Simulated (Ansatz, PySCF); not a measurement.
Molecule: dibromogermane, GeH2Br2, charge 0, multiplicity 1. SMILES: [Br][GeH2][Br]
Coordinates optimised at B3LYP-D3(BJ)/def2-TZVP (Ansatz, a first-principles code):
```
Ge
H 1 1.5303
H 1 1.5303 2 115.15
Br 1 2.3163 2 108.09 3 -120.94
Br 1 2.3163 2 108.09 3 120.94
```

Harmonic wavenumbers (cm⁻¹) at HF/3-21G (Ansatz, at its own minimum) and at B3LYP-D3(BJ)/def2-TZVP (PySCF, at the structure above). Modes are numbered in rising order, 9 in all, and paired by that order; shown are modes over 250 cm⁻¹ that lie over 6 % from every other mode at both levels, one of each degenerate set, at most eight drawn at random. The second level is harmonic too, so this factor is not the one that brings values to measured fundamentals.

| mode | HF/3-21G (x) | B3LYP-D3(BJ)/def2-TZVP (y) |
|---|---|---|
| 3 | 318 | 313 |
| 4 | 513 | 480 |
| 5 | 665 | 626 |
| 6 | 854 | 750 |
| 7 | 918 | 844 |

Q: Fit one scale factor, y = λ·x, by least squares, and use it for mode 2, which lies at 284 cm⁻¹ at HF/3-21G.

A: λ = Σxy/Σx² = 2177356/2378558 = 0.9154; the rows scatter about it by 20 cm⁻¹ (root mean square). Prediction for mode 2: 260 cm⁻¹. It lies outside the range of the table, so the fit extrapolates. The wavenumber at B3LYP-D3(BJ)/def2-TZVP is 288 cm⁻¹, so the fit misses by -28 cm⁻¹, against -4 cm⁻¹ without it. The fit is meant for this molecule alone.
